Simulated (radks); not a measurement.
Exchange energies: the exact (Fock) value of the Kohn-Sham orbitals and density-functional approximations, in hartree. Species: H 1s1; Mn [Ar] 3d5 4s2; Eu+ [Xe] 4f7 6s1; Cu [Ar] 3d10 4s1. Calculated with a radial shooting solver on a logarithmic mesh with Libxc functionals: non-relativistic Kohn-Sham, exchange-only PBE, spin-polarised, spherical densities, point nucleus. Every spin shell is full or empty, so the densities are truly spherical. Functionals are evaluated on that one density, not self-consistently.

functional	H	Mn	Eu+	Cu
exact	-0.305509	-50.8406	-230.153	-65.4897
LDA	-0.26281	-47.582	-220.49	-61.818
revPBE	-0.30532	-50.856	-229.86	-65.689
RPBE	-0.30607	-50.909	-229.95	-65.746
SOGGA	-0.28680	-49.431	-225.77	-64.003
G96	-0.30551	-51.055	-231.43	-66.003
MS2	-0.30668	-50.835	-229.00	-65.555
TASK	-0.30638	-49.455	-225.60	-63.924
MVS	-0.30647	-50.857	-230.51	-65.706
